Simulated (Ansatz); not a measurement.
Gas-phase electronic energies from Ansatz, PBE0-D4/def2-TZVP geometries. CCSD(T)/CBS adds triple-zeta CCSD(T) − MP2 to the extrapolated MP2 energy (def2 sets, frozen cores). For Ga, Se outer-core shells are correlated without core-valence functions, which leaves a few kJ/mol of doubt a bond. Scalar relativity is left out up to krypton. Each species was taken in one conformer, which may not be the lowest.

Consider the redistribution: `[Cl][Ga]([Cl])[SeH]` + `NCB(O)O` → `NCB(O)[SeH]` + `[OH][Ga]([Cl])[Cl]`.

Question: Is it downhill or uphill in electronic energy at CCSD(T)/CBS, and by how much? (An estimate is asked.)

Answer: Ansatz gave: Uphill: ΔE = +140.2 kJ/mol.

Question: What do these levels give: HF/def2-TZVPP, SCS-MP2/def2-TZVPP, CCSD/def2-TZVPP, SCS-MP2/def2-QZVPP, HF/CBS(def2), CCSD/CBS(def2)? (Estimate.)

Answer: The calculation gave: HF/def2-TZVPP 154.7, SCS-MP2/def2-TZVPP 134.7, CCSD/def2-TZVPP 140.7, SCS-MP2/def2-QZVPP 135.4, HF/CBS(def2) 153.1, CCSD/CBS(def2) 143.1 kJ/mol.

Largest T1 diagnostic among the species: 0.012.

From PBE to PBE0 (25 % exact exchange), in def2-TZVPP and without D4, ΔE moves by +7.9 kJ/mol. In def2-TZVPP, CCSD(T) changes the Hartree–Fock value by −16.9 kJ/mol (the triples alone add −2.9 kJ/mol) and MP2 by −18.8 kJ/mol.
